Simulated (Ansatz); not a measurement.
```xyz
8

Cl    0.0000    1.6938    0.0000
Cl    0.0000   -1.6938    0.0000
Fe    1.6000    0.0000    0.0000
Cl    2.8300    0.0000    1.7390
Cl    2.8300    0.0000   -1.7390
Fe   -1.6000    0.0000    0.0000
Cl   -2.8300    0.0000    1.7390
Cl   -2.8300    0.0000   -1.7390
```

Basis set: pcseg-2 (spherical functions). Charge 0, multiplicity 11.

Computed with Ansatz (development build ahead of 0.2.0); each method stands on the lowest determinant of its kind that the runs found. Restricted functionals stand beside restricted open-shell atoms, which can lie above the unrestricted atoms usual in DFT and then raise those values.

The atomization energy at this shape (free ground-state atoms in the same class of orbitals less the molecule, no zero-point energy) of multiplicity 11 Fe₂Cl₆:

```csv
method,atomization energy
ωB97X (unrestricted),518.95 kcal/mol
PBE0 (restricted open-shell),530.78 kcal/mol
```

(1) What does PBE0 (unrestricted) give?

Answers

(1) 525.37 kcal/mol. Caution: other spin multiplicities may lie lower.

The shape needn't be a minimum at these levels.
